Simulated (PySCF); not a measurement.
Ligand exchange on a metal centre used in film growth or etching (Ta Cl-NH2). All species are isolated molecules in the gas phase. One relaxed conformer stands for each flexible species; it need not be the lowest.

Calculation: B3LYP-D3(BJ)/def2-TZVP // r2SCAN-D4/def2-SVP run with PySCF 2.14.0. All candidates: neutral, multiplicity 1. B3LYP has the VWN-RPA correlation part, as in Gaussian. 

| Property | Value |
|---|---|
| LUMO | -3.98 eV |
| HOMO–LUMO gap | 4.93 eV |
| HOMO | -8.92 eV |

Problem. Which member has these values?
A. [Ta(Cl)(NH2)4]
B. [Ta(Cl)2(NH2)3]
C. [Ta(Cl)5]
D. [Ta(NH2)5]

Solution. C, [Ta(Cl)5]. The others give [Ta(Cl)2(NH2)3]: -2.58 eV, 4.71 eV, -7.30 eV; [Ta(Cl)(NH2)4]: -1.37 eV, 5.56 eV, -6.93 eV; [Ta(NH2)5]: -0.59 eV, 5.56 eV, -6.15 eV
